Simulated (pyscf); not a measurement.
Structures and frequencies: ωB97X-D3(BJ)/def2-SVP in PySCF. MP2 and CC: frozen core, UHF for open shells. ΔMP2 is the change of the MP2 total energy from the triple- to the quadruple-zeta basis.

Task: For `[N]=[C]1[CH]=[CH]1` [doublet] → `[CH]=[CH][C]#[N]` [doublet], a ring opening (doublet surface; C–C broken, none formed), PBE/def2-TZVP gives ΔE‡ = 0.19 eV and ΔE = -0.82 eV (zero: the reactant's lowest minimum found). In which direction and how far do B3LYP-D3(BJ)/def2-TZVP, M06-2X/def2-TZVP, CCSD(T)/def2-TZVPP + ΔMP2(QZVPP) move these?

Result: B3LYP-D3(BJ): ΔE‡ = 0.21 eV, ΔE = -1.01 eV; M06-2X: ΔE‡ = 0.31 eV, ΔE = -0.94 eV; CCSD(T): ΔE‡ = 0.18 eV, ΔE = -1.10 eV. PBE's barrier matches one of them and lies within 0.12 eV of the others. Its reaction energy lies over all of them, by 0.12 to 0.28 eV. cyclic C₃H₂N (SMILES [N]=c1cc1) [doublet] lies 1.30 eV over its isomer H₂C=C•–C≡N, and others may lie lower still (electronic energy, ωB97M-D3(BJ)). •HC=CH–C≡N lies 0.33 eV over its isomer H₂C=C•–C≡N, and others may lie lower still (electronic energy, ωB97M-D3(BJ)). This is the saddle that the search found; another between the same sides may lie lower. The CCSD(T) − MP2 part came from Ansatz, without density fitting, on the same reference. An open-shell T1 diagnostic exceeds 0.045. A UHF reference is spin-contaminated (<S²> up to 1.15), which harms MP2 most.
